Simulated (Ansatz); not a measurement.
Basis-set series for `[CH3][SnH]([Cl])[O][SiH3]`. The species carries charge 0 and has multiplicity 1. Sn: def2 effective core potential. All single points use the PBE0-D4/def2-TZVP geometry. It is one conformer, not always the lowest.

```json
{"functional": "PBE0-D4", "basis": "def2-TZVPP", "functions": "294", "energy (Eh)": "-1081.31442", "HOMO (eV)": "-8.32", "LUMO (eV)": "-0.74"}
{"functional": "PBE0-D4", "basis": "def2-QZVPP", "functions": "546", "energy (Eh)": "-1081.34799", "HOMO (eV)": "-8.34", "LUMO (eV)": "-0.83"}
{"functional": "ωB97M-V", "basis": "def2-TZVPP", "functions": "294", "energy (Eh)": "-1081.56227", "HOMO (eV)": "-10.58", "LUMO (eV)": "1.14"}
{"functional": "ωB97M-V", "basis": "def2-QZVPP", "functions": "546", "energy (Eh)": "-1081.59399", "HOMO (eV)": "-10.61", "LUMO (eV)": "0.88"}
```

Task: Give the rows for def2-SVP. (Best estimate.)

Result: Ansatz gave: 
| functional | basis | functions | energy (Eh) | HOMO (eV) | LUMO (eV) |
| --- | --- | --- | --- | --- | --- |
| PBE0-D4 | def2-SVP | 125 | -1080.89415 | -8.20 | -0.47 |
| ωB97M-V | def2-SVP | 125 | -1081.13660 | -10.43 | 1.59 |

Positive LUMOs are unbound and depend on the basis.
